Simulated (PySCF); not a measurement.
## Stretching SnO⁺

Set-up: PySCF, scalar-relativistic core potentials, basis sets Sn aug-cc-pVDZ-PP with ECP28, O aug-cc-pVDZ. Energies in eV from Sn⁺ + O in their ground configurations at the same level. State: ²Π (doublet), unpaired electrons π ↑.

| R (Å) | UHF-CCSD(T) |
| --- | --- |
| 1.806 | -2.341 |
| 1.887 | -2.743 |
| 1.947 | -2.888 |
| 2.007 | -2.935 |
| 2.067 | -2.908 |
| 2.147 | -2.787 |
| 2.248 | -2.543 |
| 2.368 | -2.162 |

Put a parabola through the three lowest points of the UHF-CCSD(T) curve and estimate Re, k and ωe (reduced mass 14.11 u; 1 eV/Å² = 0.16022 mdyn/Å; ωe = 1302.8·√(k/μ) cm⁻¹).

Through R = 1.947, 2.007, 2.067 Å the second-order coefficient is 10.3 eV/Å², so Re ≈ 2.015 Å, k ≈ 3.29 mdyn/Å and ωe ≈ 629 cm⁻¹. A polynomial fit of higher order to the unrounded UHF-CCSD(T) energies gives Re = 2.012 Å, k = 3.19 mdyn/Å, ωe = 619 cm⁻¹; anharmonicity and rounding make the difference.

The higher-order fit for each curve: UHF-CCSD(T): Re = 2.012 Å, ωe = 619 cm⁻¹, De = 2.94 eV.

Correlated steps freeze 5 core orbitals. Correlated levels converge slowly with the basis: in double zeta they bind strong bonds too weakly, by up to about 1 eV, and carry superposition errors of some tenths. Spin–orbit coupling is left out, which matters for elements this heavy, above all for dissociation energies. For an ion De counts to the pair picked by the measured ionisation energies or electron affinities, which need not be the lowest pair at this level. The state was picked by a PBE0 search and need not be the measured ground state.
